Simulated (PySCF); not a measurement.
Job file and geometry (Å, from GFN2-xTB) of an NMR shielding run on SMILES CC[SiH2]B(C)N[SiH3], C₃H₁₄BNSi₂, GIAO PBE0/pcSseg-1 NMR shielding, non-relativistic, gas phase (PySCF); density fitting, a coarse starting grid and PySCF grid level 2 are the driver's defaults:

```
$ OMP_NUM_THREADS=1 python probes_run.py task.json out

{"job": {"kind": "nmr", "xc": "PBE0", "basis": "pcSseg-1"}, "charge": 0, "multiplicity": 1}
C     -1.912144     0.827778     1.302555
C     -2.226933    -0.023677     0.079208
Si    -0.770852    -0.103515    -1.168074
B      0.858881    -0.777580    -0.297409
C      1.116738    -2.348014    -0.270997
N      1.807483     0.046362     0.324140
Si     1.975886     1.765139     0.569836
H     -1.051519     0.430076     1.838463
H     -1.682184     1.849705     1.008349
H     -2.756839     0.857472     1.991154
H     -3.116404     0.371884    -0.412215
H     -2.480705    -1.034096     0.406104
H     -0.716142     1.233523    -1.800389
H     -1.270876    -0.969482    -2.260351
H      2.001183    -2.646560     0.293850
H      0.264853    -2.881840     0.150410
H      1.234602    -2.732927    -1.284316
H      2.588070    -0.454071     0.735945
H      2.032662     1.988460     2.020234
H      0.847003     2.453108    -0.038797
H      3.248316     2.165195    -0.043062
```

Task: What does the program print?

Result: 
```
coarse grid: 17336 points
cycle   1  E = -780.7302011704  dE =  2.907e-01  |g| = 5.482e-01  |ddm| = 3.899e+00
cycle   2  E = -780.6963796278  dE =  3.382e-02  |g| = 6.694e-01  |ddm| = 1.036e+00
cycle   3  E = -780.8056341799  dE = -1.093e-01  |g| = 7.109e-02  |ddm| = 5.960e-01
cycle   4  E = -780.8065731472  dE = -9.390e-04  |g| = 3.524e-02  |ddm| = 8.049e-02
cycle   5  E = -780.8068536949  dE = -2.805e-04  |g| = 6.457e-03  |ddm| = 2.911e-02
cycle   6  E = -780.8068640521  dE = -1.036e-05  |g| = 1.753e-03  |ddm| = 8.980e-03
cycle   7  E = -780.8068647979  dE = -7.458e-07  |g| = 3.904e-04  |ddm| = 1.891e-03
final grid: 154888 points
cycle   8  E = -780.8421781613  dE = -3.407e-05  |g| = 8.841e-03  |ddm| = 2.689e-02
cycle   9  E = -780.8421668825  dE =  1.128e-05  |g| = 1.126e-02  |ddm| = 1.594e-02
cycle  10  E = -780.8421971075  dE = -3.022e-05  |g| = 1.033e-03  |ddm| = 8.981e-03
cycle  11  E = -780.8421973389  dE = -2.314e-07  |g| = 2.585e-04  |ddm| = 8.980e-04
cycle  12  E = -780.8421973533  dE = -1.435e-08  |g| = 5.202e-05  |ddm| = 2.381e-04
cycle  13  E = -780.8421973539  dE = -6.032e-10  |g| = 2.152e-05  |ddm| = 7.303e-05
converged SCF energy = -780.8421973539

GIAO shielding tensors (ppm)
atom      isotropic    diamagn.    paramagn.     s11        s22        s33       span
  0 C      172.447     249.420     -76.973    164.862    167.210    185.269     20.406
  1 C      181.292     252.166     -70.874    173.917    180.977    188.983     15.066
  2 Si     430.003     882.546    -452.543    408.958    420.629    460.422     51.465
  3 B       45.922     198.229    -152.307     -4.247     21.917    120.095    124.342
  4 C      168.834     253.488     -84.654    154.331    160.222    191.948     37.617
  5 N      134.873     321.883    -187.010     31.981    157.170    215.468    183.487
  6 Si     402.604     879.995    -477.390    373.081    379.631    455.101     82.020
  7 H       30.911      33.382      -2.471     26.532     30.598     35.605      9.073
  8 H       30.644      31.713      -1.069     26.861     29.039     36.033      9.172
  9 H       30.240      28.921       1.319     24.898     27.705     38.117     13.220
 10 H       30.723      30.346       0.378     25.684     28.612     37.874     12.190
 11 H       30.974      32.099      -1.126     26.639     29.022     37.260     10.621
 12 H       27.798      30.937      -3.139     24.961     26.189     32.245      7.284
 13 H       27.913      30.658      -2.746     24.776     25.737     33.225      8.449
 14 H       31.468      31.397       0.072     27.873     29.882     36.651      8.778
 15 H       30.719      32.005      -1.286     26.932     30.071     35.154      8.222
 16 H       30.785      30.357       0.428     26.915     29.246     36.194      9.279
 17 H       27.157      32.025      -4.868     21.433     27.685     32.352     10.919
 18 H       26.936      29.263      -2.327     23.876     25.057     31.875      7.998
 19 H       26.626      30.713      -4.087     23.154     27.641     29.083      5.930
 20 H       26.887      28.486      -1.600     23.287     24.943     32.430      9.142
```

Size and cost of the density-fitted run: 203 basis functions, 43 s wall time on 1 thread of an Intel Xeon Platinum 8488C, shared host; peak memory 0.91 GiB.
